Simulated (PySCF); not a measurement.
How the method changes the constants of LiGe

State: ⁴Σ⁻ (quartet), unpaired electrons σ ↑, π ↑↑. Set-up: basis Li aug-cc-pVDZ, Ge aug-cc-pVDZ-PP with ECP10; scalar-relativistic core potentials; PySCF 2.14. De refers to Li + Ge in their high-spin ground configurations, without counterpoise correction. The functionals are run spin-unrestricted. A positive dipole means Li(−)Ge(+).

```
      Level  Re (Å)  ωe (cm⁻¹)  De (eV)  μ (D)  CPU s a point (SCF and correlation, without the integrals)
        UHF   2.441        396     1.18  -6.55                                                         0.2
    UHF-MP2   2.399        400     1.68    n/a                                                        0.34
UHF-SCS-MP2   2.388        401     1.53    n/a                                                         n/a
   UHF-CCSD   2.397        392     1.64    n/a                                                         n/a
UHF-CCSD(T)   2.399        391     1.67    n/a                                                          12
        PBE   2.432        382     1.66  -5.39                                                        0.63
     PBEsol   2.422        385     1.79  -5.46                                                        0.43
     revPBE   2.449        377     1.57  -5.43                                                        0.43
     r²SCAN   2.423        393     1.85  -5.90                                                        0.96
       PBE0   2.416        396     1.65  -5.78                                                         1.1
      B97-3   2.425        395     1.57  -6.06                                                        0.57
  CAM-B3LYP   2.394        402     1.49  -5.90                                                         1.2
```

The bond length runs from 2.388 Å (UHF-SCS-MP2) to 2.449 Å (revPBE). De spans 1.18 eV (UHF, mean field) to 1.85 eV (r²SCAN, meta-GGA). Correlation at CCSD(T) changes the Hartree–Fock bond energy by +0.49 eV; the triples alone change it by +0.03 eV.

Correlated steps freeze 4 core orbitals. Correlated levels converge slowly with the basis: in double zeta they bind strong bonds too weakly, by up to about 1 eV, and carry superposition errors of some tenths. Spin–orbit coupling is left out. The state was picked by a PBE0 search and need not be the measured ground state.

The whole job (state search and all levels along the bond) took about 3.5 min on 1 thread of Arm Neoverse V1 (shared host), peak memory 0.78 GiB.
